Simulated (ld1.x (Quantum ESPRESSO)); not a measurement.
# Varying the TM potential for gallium (Ga)

Base potential:

* Element: gallium
* Generator: ld1.x (Quantum ESPRESSO) 7.5
* Type: norm-conserving Troullier–Martins (Kleinman–Bylander form)
* Functional: LDA (PZ)
* Relativity: non-relativistic
* Frozen core: [Ar]
* Valence charge: 13
* Reference configuration: 3d10 4s2 4p1
* Partial waves: 4s (bound): rc 2.10 bohr; 4p (bound): rc 1.75 bohr; 3d (bound): rc 1.25 bohr
* Local potential: the d channel
* Core correction: a·sin(br)/r model core inside 0.65 bohr

Cutoffs, loose and tight: the cutoffs (Ry, on a coarse ladder) from which the occupation-weighted sum of valence levels, in a spherical-Bessel basis at the reference potential, stays within 10 and 1 mRy of its value at 400 Ry. They do not see the model core or the augmentation charge, which bear on the density cutoff. Test errors are all-electron minus pseudo excitation energies from the reference, over the configurations 3d10 4s2 4p0; 3d10 4s1 4p0; 3d10 4s0 4p0; 3d10 4s1 4p1; 3d10 4s1 4p2; 3d9 4s0 4p0; 3d9 4s2 4p2 (two spin-polarised tests are not counted in the largest error). A dash means not determined; rows that change the core or the reference have their own tests. The largest error is taken over the tests solved by every variant that gives reliable tests at all: 3d10 4s0 4p0; 3d10 4s1 4p0; 3d10 4s1 4p1; 3d10 4s1 4p2; 3d10 4s2 4p0; 3d9 4s0 4p0.

A true bound ghost makes a file unfit for plane-wave use even where its test errors are small: the radial tests pick states by their node count and pass the ghost by. Where a test does run into it, the solver fails or the error is huge.

| change | outcome | cutoff, loose | cutoff, tight | bound ghosts | largest test error (meV) |
| --- | --- | --- | --- | --- | --- |
| base | generated | 180 Ry | over 300 Ry | s, p | -271 |
| wave 4p (bound): rc 1.75 bohr becomes 4p (bound): rc 1.20 bohr | generated | 200 Ry | over 300 Ry | s, p | -341 |
| wave 4p (bound): rc 1.75 bohr becomes 4p (bound): rc 1.46 bohr | generated | 180 Ry | over 300 Ry | s, p | -307 |
| wave 4p (bound): rc 1.75 bohr becomes 4p (bound): rc 1.58 bohr | generated | 180 Ry | over 300 Ry | s, p | -286 |
| wave 4p (bound): rc 1.75 bohr becomes 4p (bound): rc 1.92 bohr | generated | 180 Ry | over 300 Ry | s, p | -264 |
| wave 4p (bound): rc 1.75 bohr becomes 4p (bound): rc 2.12 bohr | generated | 180 Ry | over 300 Ry | s, p | -261 |
| wave 4p (bound): rc 1.75 bohr becomes 4p (bound): rc 2.38 bohr | generated | 180 Ry | over 300 Ry | s, p | -270 |
| wave 4p (bound): rc 1.75 bohr becomes 4p (bound): rc 2.66 bohr | generated | 180 Ry | over 300 Ry | s, p | -287 |

Reading the sweep of the p radius (base included, trends over the rows without a ghost): Bound ghosts are found at 1.2, 1.46, 1.58, 1.75, 1.92, 2.12, 2.38, 2.66 bohr. Every judged row has one, so this setting neither creates nor removes them.
